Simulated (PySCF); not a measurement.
## SMILES COC(=S)C(C)C, C5H10OS

Cartesian coordinates in Å; atom numbers follow the order of the lines, from 1:
```xyz
17

C     2.805    0.290    0.736
O     1.627   -0.265    0.183
C     0.475    0.345    0.423
S     0.340    1.708    1.305
C    -0.702   -0.381   -0.176
C    -1.622    0.587   -0.916
C    -1.456   -1.094    0.951
H     2.723    0.347    1.825
H     3.619   -0.369    0.446
H     2.970    1.299    0.348
H    -0.305   -1.127   -0.873
H    -2.481    0.052   -1.313
H    -1.097    1.063   -1.741
H    -1.973    1.359   -0.237
H    -0.801   -1.787    1.473
H    -2.296   -1.650    0.541
H    -1.833   -0.364    1.664
```

The calculation used quadratic response CAM-B3LYP/def2-SVPD first hyperpolarisability, Taylor convention, gas phase in PySCF. Geometry: GFN2-xTB.

(1) Give β for the processes computed.

(2) Which lowest excitations, dipole and polarisabilities go with it?

Answers

(1) In au, Taylor convention; the vector part is βᵢ = ⅓ Σⱼ (βᵢⱼⱼ + βⱼᵢⱼ + βⱼⱼᵢ); β∥ is 3/5 of the vector part along the dipole, the dipole points from − to +:
```
                   process  λ (nm)  β vector norm     β∥  β HRS  depolarisation ratio
           static β(0;0,0)       ∞          206.4  118.6   82.0                  5.82
second harmonic β(−2ω;ω,ω)    1064          246.8  141.9   99.0                  5.23
         Pockels β(−ω;ω,0)    1064          218.5  125.6      –                     –
```

(2) S1 3.49 eV (f = 0.000); S2 5.65 eV (f = 0.147); S3 6.36 eV (f = 0.054); dipole 2.08 D; isotropic α 85.6 au static, 86.4 au at 1064 nm, 89.0 au at 532 nm.
